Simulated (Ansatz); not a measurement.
`N#CC[SiH3]` + `F[SiH2]P` → `F[SiH2]P[SiH3]` + acetonitrile at 700 K and 1 bar (ligand exchange at the Si–C bond).

Gas-phase electronic energies from Ansatz, PBE0-D4/def2-TZVP geometries. CCSD(T)/CBS is the MP2 limit (def2-TZVPP, def2-QZVPP) plus CCSD(T) − MP2 in def2-TZVPP, frozen cores. This one scheme is used for every species. Each species was taken in one conformer, which may not be the lowest.

| species | CCSD(T)/CBS energy (Eh) | H − E (kJ/mol) | S (J/(mol·K)) |
| --- | --- | --- | --- |
| `N#CC[SiH3]` | -422.87241 | 223.7 | 403.6 |
| `F[SiH2]P` | -732.27050 | 154.8 | 385.4 |
| `F[SiH2]P[SiH3]` | -1022.56126 | 226.2 | 489.1 |
| `CC#N` | -132.59492 | 158.4 | 298.4 |

H − E and S are ideal-gas, rigid-rotor, harmonic terms from PBE0-D4/def2-TZVP, for one conformer and one mirror image of each species. 1 Eh = 2625.50 kJ/mol, R = 8.31446 J/(mol·K).

Question: By hand: ΔE, ΔH, ΔS and ΔG.

Answer: ΔE = (-1022.56126) + (-132.59492) − (-422.87241) − (-732.27050) = -0.01327 Eh = -34.8 kJ/mol. Δ(H − E) = 226.2 + 158.4 − 223.7 − 154.8 = 6.1, so ΔH = -28.7 kJ/mol. ΔS = 489.1 + 298.4 − 403.6 − 385.4 = -1.5 J/(mol·K). ΔG = -28.7 − 700 × (-1.5)/1000 = -27.6 kJ/mol.

Question: By hand: the equilibrium constant, and the temperature at which ΔG would vanish if ΔH and ΔS stayed fixed.

Answer: log₁₀ K = −ΔG/(RT ln 10) = 2.1. ΔG = 0 at ΔH/ΔS = 19133 K, far beyond where these terms or the molecules hold.

The number of gas molecules stays the same, so ΔS is small and ΔH decides. A doubt of 5 kJ/mol in ΔE shifts log₁₀ K by 0.4 here. Other conformers and mirror images would add mixing entropy, several J/(mol·K) or more a flexible species. Modes under 60 cm⁻¹, often nearly free rotors, make the harmonic entropy too high. These are equilibria of isolated gas molecules and say nothing of rates. Largest T1 diagnostic: 0.013 (customary marks: 0.02 for closed shells, 0.045 for open ones).
